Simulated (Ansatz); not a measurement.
Basis-set extrapolation for `C[SiH](F)CO` (PBE0-D4/def2-TZVP geometry, frozen core, the Gaussian-basis code of Ansatz). Multiplicity 1, RHF reference.

|  | def2-TZVPP | def2-QZVPP |
| --- | --- | --- |
| HF | -543.237891 | -543.259387 |
| MP2 correlation | -0.964204 | -1.040540 |
| CCSD(T) correlation | -1.038356 | not run |

Energies in hartree. Use E(X) = E(∞) + A·exp(−7.88·√X) for Hartree–Fock and E(X) = E(∞) + B·X^(−2.97) for correlation, with X = 3 and 4, and add CCSD(T) minus MP2 of the smaller set to the MP2 limit.

Problem. What is the CCSD(T) energy at the basis-set limit?

Solution. HF limit: -543.259387 + (-0.021496) × 0.13774 = -543.26235. MP2 limit: -1.040540 + (-0.076336) × 0.74074 = -1.09709. Higher-order term: -1.038356 − (-0.964204) = -0.07415. Total: -544.43359 hartree, 98.7 kcal/mol below CCSD(T)/def2-TZVPP.
